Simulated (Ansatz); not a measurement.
**Match the barriers**

Saddle point of GeNH$_{7}$, closed shell (GeH₄ + NH₃ → GeNH₅ ([NH2][GeH3]) + H₂; bonds formed: Ge1–N7, H2–H6; bonds broken: Ge1–H2, H6–N7), PBE0-D4/def2-TZVP structure:

Ge1  (-0.781, -0.440, -0.180)
H2  (0.833, -1.281, 0.768)
H3  (-0.569, -1.542, -1.220)
H4  (-1.539, -0.771, 1.108)
H5  (-1.671, 0.634, -0.906)
H6  (1.182, -0.166, 0.540)
N7  (0.760, 0.816, 0.046)
H8  (0.590, 1.610, 0.657)
H9  (1.194, 1.140, -0.814)
(Å)

Ansatz 0.2.0; basis: def2-TZVPP, with def2-QZVPP for the basis limit; cores frozen in the correlated methods. Filled d shells of the heavier atoms are correlated. The def2 sets are not built for correlating such inner shells, so the correlated values are less sure here. B3LYP uses VWN-RPA correlation. Extrapolation: Hartree–Fock as exp(−7.88 √X), correlation as X^−2.97. Four methods, as single points on the PBE0-D4 structures, gave these electronic barriers from the start structure: 195.8, 221.5, 239.0, 280.2 kJ/mol.

Question: The methods were, in alphabetical order, B3LYP-D4, BHLYP-D4, HF, PBE-D4. Which gave which? (A judgement: the text doesn't fix the answer.)

Answer: Computed: PBE-D4 195.8; B3LYP-D4 221.5; BHLYP-D4 239.0; HF 280.2 kJ/mol. For comparison, CCSD(T) at an estimated basis limit (MP2 extrapolated from triple and quadruple zeta, plus CCSD(T) − MP2 in triple zeta) gives 234.0 kJ/mol.

No T1 diagnostic of these runs exceeds 0.013.

Labels in which every atom is bracketed show which atoms are joined, not bond orders.

For scale, one of the runs: CCSD(T)/def2-TZVPP, 177 basis functions, launched by `ansatz run in.yaml --threads 2 --pin off --events-out ev --progress --plain --max-ram 4352MiB`. Hardware: 2 CPU threads of an Arm Neoverse V1, shared host. Wall time 48 s; peak host memory 1.6 GiB.
